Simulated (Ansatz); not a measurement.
The same path of Cl2F4W + H2O (10 atoms, charge 0, multiplicity 1) was run twice with different band settings. Lost on the way: W1–Cl2, O8–H10. Made: W1–O8, Cl2–H10.

Method: RKS PBE/def2-SVP (Ansatz 0.2.0).

Relaxed end points:

```xyz
10
Properties=species:S:1:pos:R:3
W -0.362 -0.144 -0.130
Cl -0.523 -0.052 2.160
F 1.509 -0.060 -0.050
Cl -0.543 2.121 -0.369
F -2.208 -0.362 -0.295
F -0.212 -2.013 -0.030
F -0.213 -0.333 -1.990
O 2.289 2.074 1.755
H 2.769 1.479 1.149
H 2.209 1.526 2.558
```

```xyz
10
Properties=species:S:1:pos:R:3
W 0.296 0.150 -0.420
Cl -0.217 1.159 3.899
F 1.864 0.341 -1.435
Cl -0.390 2.302 -0.872
F -1.189 -0.105 0.674
F 0.702 -1.663 -0.144
F -0.535 -0.407 -1.999
O 1.362 0.668 1.059
H 2.314 0.865 1.157
H 0.507 0.926 2.837
```

Common settings: movable images 7; climbing image yes; optimiser quadratic models (default); start path through a guess of the saddle point; force threshold 0.03 eV/Å; iteration limit 60; end points relaxed.

| run | spring |
| --- | --- |
| 1 | 5.0 eV/Å² |
| 2 | 0.1 eV/Å² |

(1) What does each run give, and how far can it be trusted?

## Answers

(1) Run 1: converged after 21 iterations, highest image 0.505 eV above the first end. The profile has 2 maxima (images 2, 5) with wells between them (image 4): this band takes more than one step, which may be the mechanism or a detour left from its start path. A vibrational analysis at the climbing image gives one clearly imaginary mode, 476i cm⁻¹: a first-order saddle point.
Run 2: converged after 27 iterations, highest image 0.505 eV above the first end. The profile has 2 maxima (images 2, 5) with wells between them (image 4): this band takes more than one step, which may be the mechanism or a detour left from its start path. Another band between the same ends (7 images) ends at a top of the same energy, where a vibrational analysis finds 1 clearly imaginary mode.
The orbitals stay closed-shell, which can raise the energy where a bond breaks towards radicals; this wasn't checked here.
